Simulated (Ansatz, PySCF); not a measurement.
hydroxymethyl(methoxy)borinic acid (C₂H₇BO₃), SMILES COB(O)CO.

Coordinates come from a B3LYP-D3(BJ)/def2-SVP optimisation. The values are those of a single conformer.

Vertical ionisation energy (IE) and electron affinity (EA) in eV. Rows of orbital energies are one-electron estimates. Where ΔSCF, EOM or ADC give a negative EA the extra electron is unbound and the value depends on the basis.

```
level                                                                   IE     EA
-------------------------------------------------------------------  -----  -----
−ε(HOMO), −ε(LUMO), PBE0/def2-TZVP (PySCF)                            7.79  -0.51
−ε(HOMO), −ε(LUMO), PBE/def2-TZVP (PySCF)                             6.18   0.34
ΔSCF, PBE0/def2-SVPD (Ansatz), final states of multiplicity 2 and 2  10.17  -1.05
ΔSCF, PBE/def2-SVPD (Ansatz), final states of multiplicity 2 and 2    9.58  -0.88
```

Q: What vertical singlet–triplet gap does ΔSCF give with PBE0/def2-SVPD (Ansatz, a quantum-chemistry and plane-wave program) and with PBE/def2-SVPD (Ansatz)? (The exact figures need the calculation; the answer reports its results.)

A: 6.32 and 5.85 eV (triplet above singlet where positive).
